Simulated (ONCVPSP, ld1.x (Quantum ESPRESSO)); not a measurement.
**Potentials for silicon (Si) compared**

Generated with ld1.x 7.5 (TM, RRKJ, ultrasoft, PAW), atompaw 4.2 or ONCVPSP 4.0.1. The cutoff is in Ry: for ld1.x and atompaw files where the sum of valence levels is converged to 10 mRy in a Bessel basis, for ONCV files where the hardest occupied wave has 1 mHa per electron of residual kinetic energy. The error is the largest all-electron minus pseudo excitation energy over each file’s own four to seven test configurations (ionisations up to +4, promotions, holes and added fractions of an electron), all of which were solved. The labels leave out finer settings (local radius, basis sizes, second energies), which also bear on the numbers. Spin-polarised tests are not counted. The rows are a selection from randomly drawn settings: files with unsolved tests, undetermined cutoffs or missed reference levels are left out.

| potential | cutoff (Ry) | largest error (meV) | bound ghosts |
| --- | --- | --- | --- |
| PAW, PBEsol, scalar-relativistic, rc 1.90/1.90/2.10 (spd), local smoothed, core correction yes, reference 3s1.75 3p2.25 | 8 | -60 | none |
| ONCV, PBE, scalar-relativistic, rc 1.10/1.00/1.00 (spd), local smoothed, core correction yes, reference 2s2 2p6 3s1.5 3p2.5, qcut 14.5/16.7/9.8, projectors 2/2/1 | 189 | -389 | none |
| ONCV, PBE, scalar-relativistic, rc 1.05/0.85 (sp), local smoothed, core correction yes, reference 2s2 2p6 3s2 3p1, qcut 13.8/13.4, projectors 2/3 | 344 | -1.4 | none |

Fill in the row for Si: PAW, PBE, scalar-relativistic, rc 2.00/1.60 (sp), local smoothed, core correction yes, reference 3s1.75 3p2.25.

cutoff 6 Ry, largest error -53 meV, bound ghosts: none.

Fill in the row for Si: RRKJ, PBE, scalar-relativistic, rc 1.45/1.90 (sp), local smoothed, core correction no, reference 3s1.75 3p2.25.

cutoff 18 Ry, largest error +101 meV, bound ghosts: none.
